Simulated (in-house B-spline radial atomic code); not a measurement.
Configurations of Eu IX (Eu8+), with energies counted from [Kr] 4d10 4f5 5s2 5p2. Method: scalar-relativistic (X2C) LDA exchange-only, spin-polarised, spherical fractional occupations, Fermi nucleus of rms radius 5.1115 fm. Calculated with an all-electron radial atomic-structure program (B-spline basis). Shells without spins written out take the highest spin.

Occupations are held fixed; configurations that lie above the ionisation limit could autoionise.

| configuration | E - E(ref) (eV) | highest orbital | its <r> (bohr) |
| --- | --- | --- | --- |
| [Kr] 4d10 4f4 5s2 5p3 | -3.2775 | 4f up | 0.7522 |
| [Kr] 4d10 4f6 5s2 5p1 | 6.9537 | 4f up | 0.794 |
| [Kr] 4d10 4f(4 up, 1 down) 5s2 5p(0 up, 2 down) | 7.9479 | 4f down | 0.7822 |
| [Kr] 4d10 4f4 5s2 5p2 6p1 | 62.728 | 6p up | 2.509 |
| [Kr] 4d10 4f5 5s2 5p1 6p1 | 64.013 | 6p up | 2.536 |
| [Kr] 4d10 4f(3 up, 1 down) 5s2 5p(2 up, 0 down) 6p(1 up, 0 down) | 66.952 | 6p up | 2.512 |
| [Kr] 4d10 4f(4 up, 1 down) 5s2 5p(1 up, 0 down) 6d(0 up, 1 down) | 83.516 | 6d down | 3.001 |
| [Kr] 4d9 4f5 5s2 5p2 6s1 | 183.05 | 6s up | 2.289 |

Task: Order these further configurations by energy, lowest first.
A. [Kr] 4d10 4f(4 up, 1 down) 5s2 5p(1 up, 1 down)
B. [Kr] 4d9 4f5 5s2 5p2 5f1
C. [Kr] 4d(5 up, 4 down) 4f(0 up, 6 down) 5s2 5p(1 up, 1 down)
D. [Kr] 4d10 4f(0 up, 5 down) 5s2 5p(1 up, 0 down) 6s(1 up, 0 down)
E. [Kr] 4d10 4f4 5s2 5p2 6d1

Result: A (7.9449 eV), D (57.588 eV), E (77.124 eV), C (139.63 eV), B (198.47 eV).

Task: How far above the reference does [Kr] 4d10 4f4 5s2 5p2 6f1 lie?

Result: 92.135 eV; its least bound orbital is 6f up with <r> = 3.677 bohr.

Task: How far above the reference does [Kr] 4d9 4f5 5s2 5p2 6f1 lie?

Result: 222.59 eV; its least bound orbital is 6f up with <r> = 3.667 bohr.

Task: How far above the reference does [Kr] 4d10 4f5 5s2 5p1 6f1 lie?

Result: 93.151 eV; its least bound orbital is 6f up with <r> = 3.725 bohr.

Task: Is the reference the lowest configuration at this level of theory?

Result: No: [Kr] 4d10 4f4 5s2 5p3 lies 3.277 eV lower with this functional.
